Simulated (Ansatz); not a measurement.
Species: sum formula SiBr₂F, net charge 0, doublet state. It need not be the lowest isomer of its formula. 
Structure (B3LYP-D3(BJ)/def2-TZVP (Ansatz, an electronic-structure program) minimum search):
SMILES: F[Si](Br)Br
```xyz
4

Si    -0.0162    -0.8549     0.1653
F     -0.1174    -1.7713    -1.1393
Br    -1.8226     0.4538     0.2174
Br     1.8593     0.3437     0.0094
```
Charge 0, spin multiplicity 2.

Basis-set convergence of Hartree-Fock and MP2 correlation energies (hartree) with Ansatz. Cores are frozen in the correlated levels unless marked. UHF or UKS for open shells. Spin-orbit coupling is left out. Frozen are the shells of the preceding noble gas and the d and f shells that filled before the atom's block. No relativistic terms.

```tsv
basis	functions	E(HF)	E(corr, MP2)
def2-SVP	96	-5532.51590	-0.49370
def2-TZVPP	169	?	?
```

Task: Some entries are withheld; supply them.

Result: 
- def2-TZVPP, E(HF): -5533.38973
- def2-TZVPP, E(corr, MP2): -0.65894
